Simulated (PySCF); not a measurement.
SMILES N[SiH2][Si](Cl)(Cl)Cl (H4Cl3NSi2) at its CAM-B3LYP/def2-SVP optimised geometry (Å):

```
10

N      1.9075    -1.4573     0.0106
Si     1.2485     0.1356     0.0000
Si    -1.0957     0.1356     0.0000
Cl    -1.8055    -0.8661    -1.6636
Cl    -1.9075     2.0321     0.0000
Cl    -1.8004    -0.8640     1.6674
H      1.8439    -2.0321     0.8442
H      1.8801    -2.0269    -0.8284
H      1.6830     0.8644     1.2210
H      1.6864     0.8425    -1.2324
```

Method: CAM-B3LYP/def2-TZVP (PySCF). Cells within 0.4 Å of a nucleus heavier than hydrogen are left out (blank, or x).

Map of the log10 of the electron density (e/bohr³), floored at −4 on the plane z = 0.0 Å:

```
|00000000000000000000000000000|
|00000011111100000000000000000|
|00001223333211000000000000000|
|00012344444332100000000000000|
|00123456665543200000000000000|
|00234567777653210000000000000|
|01245678888754321111110000000|
|01345789xx8764322222221100000|
|0134578xxx8765433333332100000|
|01345788988765444445443210000|
|01235678887765555556554321000|
|00234567777766666666654321000|
|00123456778877777787665321000|
|0012345568xx87777xx9765421000|
|0002334568xx97777xxx765432100|
|00023445678977777898766543100|
|00123445666666666778876543210|
|00123345566655556788987654210|
|0001234455554445678xxx8654210|
|0001233444443334578xxx8654210|
|00011233343332345678987653210|
|00001122332222234567776543200|
|00000111222111123456655432100|
|00000000110000112344443321000|
|00000000000000001223332110000|
|00000000000000000111111000000|
|00000000000000000000000000000|
|00000000000000000000000000000|
|00000000000000000000000000000|
```
Scale: ten equal steps from -4.00 (start of '0') to -0.069 (end of '9'), in the order '0123456789'; x runs from -4.50 to 4.50, y from -4.50 (bottom) to 4.50 (top).
